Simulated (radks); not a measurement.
Results of a calculation; reference values are marked as such.
V3+, configuration [Ar] 3d2. Level of theory: Dirac Kohn-Sham, PBE, spin-unpolarised, spherical densities, finite nucleus; open shells are shared between the two j in proportion to 2j + 1; Fermi nuclear charge, rms radius 3.6002 fm (a radial shooting solver on a logarithmic mesh with Libxc functionals).

X-ray form factor f0, the Fourier transform of the density (f0(0) = 20):

| sin(theta)/lambda (1/angstrom) | f0 (electrons) |
|---|---|
| 0.05 | 19.760 |
| 0.1 | 19.073 |
| 0.15 | 18.032 |
| 0.2 | 16.761 |
| 0.25 | 15.386 |
| 0.3 | 14.013 |
| 0.4 | 11.558 |
| 0.5 | 9.691 |
| 0.6 | 8.393 |
| 0.8 | 6.893 |
| 1 | 5.969 |
| 1.25 | 4.934 |
| 1.5 | 3.960 |
| 2 | 2.513 |
